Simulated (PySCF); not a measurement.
**Dipole moment and polarisability of `[SiH3][Si]1(Cl)[SiH2]C[SiH2]1`**

CH9ClSi4.
SMILES with atom numbers: `[SiH3:1][Si:2]1([Cl:3])[SiH2:4][CH2:5][SiH2:6]1` (hydrogens: H7, H8, H9 on Si1; H10, H11 on Si4; H12, H13 on C5; H14, H15 on Si6)

Geometry (GFN2-xTB, Å), atoms numbered from 1 in this order:
```xyz
15
CH9ClSi4 angstrom
Si     2.7697   -0.3524    0.2962
Si     0.6788   -0.1753   -0.7179
Cl     1.0437   -0.4593   -2.7591
Si    -1.2238   -1.3753    0.0453
C     -2.0247    0.3341    0.4449
Si    -0.8039    1.6316   -0.2967
H      2.5946   -0.1622    1.7386
H      3.7340    0.6546   -0.1554
H      3.4125   -1.6559    0.1073
H     -1.0896   -2.1999    1.2546
H     -2.0735   -2.1573   -0.8624
H     -2.1374    0.4729    1.5188
H     -3.0303    0.4265    0.0397
H     -1.4399    2.3914   -1.3809
H     -0.4144    2.6345    0.7050
```

Level: wB97X-D/def2-SVPD (PySCF), static field, nuclei fixed, core orbitals frozen in the response. The polarisability tensor in these axes (au):

```
x   157.47  -3.42  -3.62
y    -3.42 136.14  -0.54
z    -3.62  -0.54 126.97
```

Give the principal values, the mean and the anisotropy Δα = √{½[(α1 − α2)² + (α2 − α3)² + (α1 − α3)²]}.

Principal values 126.46, 135.73 and 158.39 au; mean 140.19 au = 20.77 Å³ = 23.11 × 10⁻⁴⁰ C²·m²/J; Δα = 28.45 au (20 % of the mean).

What is the dipole moment, and where does it point?

(-0.80, 0.30, 1.61) D, 1.83 D in size, pointing from the negative to the positive side. Measured along this direction, the outermost atoms are Cl3 at the negative end and H12 at the positive end.

Give the eigenvalues of the traceless quadrupole moment Θ = ½Σq(3rr − r²1), origin at the centre of nuclear charge.

-4.26, 0.39, 3.87 D·Å. The values depend on the origin, since the dipole doesn't vanish. The electronic extent ⟨r²⟩ about the same centre is 1778 bohr², a root-mean-square distance of 2.38 Å for the 88 electrons.

Molar refractivity from α?

Lorentz–Lorenz: R = (4π/3)N_A α = 2.5225 cm³/(mol·Å³) × 20.77 Å³ = 52.4 cm³/mol, in the limit of long wavelengths.

Form Σ f/ω² (atomic units) for the 8 lowest TDDFT singlets, given as eV and f, and set it beside the mean polarisability, which is this sum over all singlets: 4.72, 0.0015; 4.93, 0.0157; 5.87, 0.0205; 6.06, 0.0297; 6.14, 0.0822; 6.26, 0.0049; 6.32, 0.1645; 6.73, 0.0024.

They add up to 6.37 au, 4.5 % of the 140.19 au; the largest single term is 3.05 au, from the state at 6.32 eV. Terms in order: 0.05, 0.48, 0.44, 0.60, 1.62, 0.09, 3.05, 0.04 au. Higher excitations give the rest. The strengths listed sum to 0.321.

Orientational against electronic polarisability at 400 K (dilute gas, rigid molecules)?

In Gaussian units μ²/3kT = 20.14 Å³ against 20.77 Å³, a ratio of 0.97; the Debye molar polarisation (4π/3)N_A(α + μ²/3kT) is 103.2 cm³/mol, leaving out the vibrational part.

Give the principal axes and the span of the nuclei along them.

Largest value along (0.98, -0.15, -0.11), where the nuclei span 6.63 Å; middle along (0.14, 0.98, -0.12), 4.91 Å; least along (0.13, 0.10, 0.99), 4.66 Å. The response follows the extents in order.

The structure is a single GFN2-xTB conformer in the gas phase; no vibrational or solvent corrections.

The run behind these numbers computed excited states as well. The run took 43 s on Arm Neoverse V2, one thread, no GPU, on a shared host, and the process peaked at 0.94 GiB of memory.
